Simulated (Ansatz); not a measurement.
Input for Ansatz (an electronic-structure program): R-B97M-V/def2-TZVPPD on BrClH2 (a complex). Files ending in .json are basis or fitting sets from the Basis Set Exchange.

Ansatz 0.2 input:
```yaml
crystal:
  periodic: [false, false, false]
  atoms:
    - {symbol: Cl, position_ang: [0.53481538, -0.46597293, -0.22561594]}
    - {symbol: H, position_ang: [0.80026747, 0.78567606, -0.12357310]}
    - {symbol: Br, position_ang: [0.17720384, -0.30934115, 3.68880181]}
    - {symbol: H, position_ang: [0.25518568, -0.59205068, 2.28870899]}
basis:
  gaussian:
    orbitals: def2-TZVPPD.json
hamiltonian:
  xc: {name: B97M-V}
scf: {lower_state_search: off}
```

**Question.** Predict the final total energy.

**Answer.** -3034.9980 hartree.
